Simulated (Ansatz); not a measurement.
Ansatz (a first-principles code) input (RI-MP2/def2-QZVPP):
A basis named .json is the Basis Set Exchange file of that set.

Ansatz 0.2 input:
```yaml
crystal:
  periodic: [false, false, false]
  atoms:
    - {symbol: Na, position_ang: [-0.00000000, -0.00000000, -0.90343180]}
    - {symbol: F, position_ang: [0.00000000, 0.00000000, 1.10419443]}
basis:
  gaussian:
    orbitals: def2-QZVPP.json
    fitting: {mean_field: def2-universal-jkfit, correlation: def2-QZVPP-RIFIT.json}
total_charge: -1
magnetization: {spin_polarized: true, initial_magnetization: 1}
correlation: {method: mp2, electrons: outside_noble_gas}
```

End of the output:

```
integrals: 0.03 GiB planned
189 factors; integrals over basis functions are off by at most 1.4e0 eV
307 factors; integrals over basis functions are off by at most 8.2e-1 eV
mean field: 0.16 GiB planned
mean field evaluation 1: about -7109.0408 eV, gradient 3.0e1 eV
mean field evaluation 2: about -7110.9320 eV, gradient 2.8e1 eV
mean field evaluation 4: about -7112.8980 eV, gradient 1.4e0 eV
mean field evaluation 8: about -7112.9508 eV, gradient 1.7e-6 eV
mean field evaluation 16: about -7107.1904 eV, gradient 7.7e0 eV
mean field -7112.95080767 eV, -261.3961208507 hartree, gradient 1.7e-6 eV, S^2 0.750043; 2 other end points of the search recorded, 0 dependent functions left out
6 core orbitals not correlated
reference -7112.95080767 eV, -261.3961208507 hartree; 5, 4 occupied and 104, 105 virtual orbitals, 307 factors
second order -8.30865343 eV of doubles, -0.00000000 eV of singles
Total energy: -7121.25946110 eV, -261.7014582324 hartree
```
